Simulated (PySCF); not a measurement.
# Reading the logs of faulty runs: AlBClH2O

All numbers below are calculated, not measured. They come from PySCF 2.14.0, an open-source quantum chemistry program, on an isolated molecule that a program drew, which may never have been made. The molecule is AlBClH2O (charge 0, doublet), drawn as the SMILES string `[OH][AlH][B]Cl`.

Each row is a Hartree-Fock (HF) and frozen-core CCSD(T) single point in the cc-pV(D+d)Z basis, meant for a local HF minimum. Run 1 is clean. Each other run has one planted mistake out of seven kinds, and not every kind appears here: one electron removed, one electron added, multiplicity raised by two, geometry at a saddle point, minimal basis STO-3G, one bond length entered in bohr, all coordinates scaled. The reference is restricted for singlets and unrestricted otherwise, and also for a bond in bohr. Adding or removing an electron swaps singlet and doublet. Electrons count all cores. HOMO and LUMO are orbital energies over both spins, the gradient is its largest component, and the lowest frequency (negative if imaginary) is given only where the gradient is small. Bond lengths are over the 5 bonds as drawn. T1 is the CCSD diagnostic: over 0.02 (restricted) or 0.045 (unrestricted) a single reference is doubtful.

Geometry of the clean run:
```xyz
6
AlBClH2O, angstrom
O    -2.8395   -0.8626   -0.1294
Al   -1.3521   -0.1651    0.2585
B    -0.6316   -0.2049    2.2082
Cl   -0.3729    0.4224    3.7949
H    -3.5091   -1.2449    0.4107
H    -0.4585    0.3594   -0.9207
```

```
run,electrons,basis functions,<S^2>,HOMO (eV),LUMO (eV),gradient (hartree/bohr),lowest frequency (cm^-1),mean bond (Å),longest bond (Å),T1,HF (hartree),CCSD(T) (hartree),mistake
1,45,84,0.764,-7.99,1.11,3.7e-06,81,1.6007,2.079,0.0181,-802.16918,-802.66451,no fault
2,44,84,0.000,-17.37,-6.07,9.2e-02,-,1.6007,2.079,0.0226,-801.91146,-802.40914,one electron removed
3,45,30,0.760,-5.71,6.53,5.8e-02,-,1.6007,2.079,0.0185,-792.94277,-793.06475,minimal basis STO-3G
4,46,84,0.000,-0.17,6.96,5.5e-02,-,1.6007,2.079,0.0168,-802.13770,-802.66693,?
5,45,84,0.765,-8.04,1.07,9.0e-03,-,1.6184,2.102,0.0185,-802.16849,-802.66457,?
```

**Which mistake was planted in run 4, and what did it cost?**

It counts 46 electrons, one more than the clean run, at the same geometry and basis. So the mistake is: one electron added. Subtracting run 1 and multiplying by 627.51 kcal/mol a hartree, the energy moved by 19.8 kcal/mol in HF and -1.5 kcal/mol in CCSD(T).

**Which mistake was planted in run 5, and what did it cost?**

The mean and the longest bond both change by the same factor, 1.011, and the gradient is no longer small. So the mistake is: all coordinates scaled. Subtracting run 1 and multiplying by 627.51 kcal/mol a hartree, the energy moved by 0.4 kcal/mol in HF and 0.0 kcal/mol in CCSD(T).

Cautions from the logs. Run 2: T1 is over the limit, so its CCSD(T) energy is less reliable.
